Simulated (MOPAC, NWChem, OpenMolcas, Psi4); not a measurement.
**A ladder of methods for Si2H4F2 (SMILES F[SiH2][SiH2]F)**

The runs start from one conformer, not always the lowest.

Si2H4F2, singlet, SMILES `F[SiH2][SiH2]F`. Each level relaxes the structure for itself.

Each level gives the highest harmonic wavenumber at each level's own minimum (cm⁻¹). The values are calculated.

```tsv
level	kind	program	value (cm⁻¹)
MNDO	semi-empirical	MOPAC	2352
PM3	semi-empirical	MOPAC	1937
PM6-DH2	semi-empirical	MOPAC	2128
PM7-	semi-empirical	MOPAC	2292
HF/3-21G	Hartree–Fock	OpenMolcas	2345
HF/6-31G* (Cartesian functions)	Hartree–Fock	OpenMolcas	2409
PBE/def2-SVP	GGA	NWChem	2175
PBE0-D3(BJ)/def2-SVP	global hybrid	NWChem	2252
PBE0-D4/def2-SVP (density fitting)	global hybrid	Psi4	2248
```

Harmonic and unscaled. The values span 1937 to 2409 cm⁻¹.
